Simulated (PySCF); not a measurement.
## Trend along group 14: MH anions

PBE with triple-zeta basis sets in PySCF, for the lowest determinant that a PBE0 search found; no spin–orbit coupling. De refers to high-spin ground-configuration atoms (the charge goes to the atom of lower measured ionisation energy or higher electron affinity, which is not always the lowest computed limit). A positive dipole points towards H; it is taken about the centre of mass and depends on that origin.

```csv
M,basis,charged atom,state (unpaired electrons),Re (Å),ωe (cm⁻¹),De (eV),μ (D)
C,def2-TZVPPD,C−,triplet (π ↑↑),1.149,2532,3.74,1.01
Si,def2-TZVPPD,Si−,triplet (π ↑↑),1.572,1771,3.08,-0.19
Ge,def2-TZVPPD,Ge−,triplet (π ↑↑),1.652,1614,n/a,-0.85
Sn,def2-TZVPPD,Sn−,triplet (π ↑↑),1.831,1462,2.58,-1.14
```

The shortest bond is that of CH⁻ (1.149 Å), the longest that of SnH⁻ (1.831 Å).

Down a group the atoms grow and get heavier, so bonds lengthen and wavenumbers fall; this series shows no clear exception.

These are scalar-relativistic numbers at best; spin–orbit coupling would shift them, the dissociation energy most. For an ion De counts to the pair picked by the measured ionisation energies or electron affinities, which need not be the lowest pair at this level. The highest Kohn–Sham level is positive in some of these anions. Much of that is self-interaction error, but it also means that the finite basis helps to hold the extra electron. States were picked by a PBE0 search and need not be the measured ground states.
